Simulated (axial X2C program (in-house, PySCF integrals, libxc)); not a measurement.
MnTe: from the spin-free to the two-component result

Computed with an in-house all-electron X2C program for linear molecules (integrals from PySCF). Spin-free means the one-electron spin-free X2C Hamiltonian; two-component (2c) means X2C with spin–orbit coupling and atomic mean-field two-electron Coulomb and Gaunt terms, so the difference of the two also holds small scalar two-electron terms. Basis: Te dyall-cv3z [11s12p8d4f1g], Mn dyall-cv3z [9s10p6d3f2g] (cores contracted in-house); Gaussian nuclei, density fitting, unrestricted open shells. Masses: Te 129.906 u, Mn 54.938 u.

Spin-free state: M_S = 5/2, Λ = 0 (beyond evenly filled blocks: σα, π+α, π-α, δ+α, δ-α); fragments Te + Mn.

| level | Re (Å) | ωe (cm⁻¹) | De (eV) | μ (D) |
| --- | --- | --- | --- | --- |
| PBEsol | 2.357 | 315.7 | 3.286 | 4.67 |

Dipoles are positive if Mn is the positive end.

Two-component determinant lowest at the distance of the search:

Ω = 5/2 (⟨Sz⟩ = 2.51, ⟨Lz⟩ = -0.01 at PBEsol); fragments Te + Mn.

```tsv
level	Re (Å)	ωe (cm⁻¹)	De (eV)	μ (D)
PBEsol	2.363	309.4	3.037	4.57
```

**Question.** From the two tables, how do the constants change at the PBEsol level (2c against spin-free)?

**Answer.** At the PBEsol level Re increases by 0.006 Å and ωe decreases by 6.3 cm⁻¹; De changes by -0.249 eV.

The state is one determinant whose occupation by symmetry is held fixed; it was picked as the lowest of a PBE0 search that is not exhaustive. De is counted from the lowest determinant-based energies of the atoms at the same level, without counterpoise correction. Density functionals use the spin component along the axis (collinear). Without a current term, density functionals place determinants with orbital angular momentum somewhat too high. With several unpaired electrons one determinant need not be a pure state. This is the top spin component of a Σ state; components of lower Ω are not single determinants and can lie lower. The determinant is spin-polarised beyond a pure state at some levels (its spin-free form has ⟨S²⟩ too high), which makes Re and μ there less reliable.
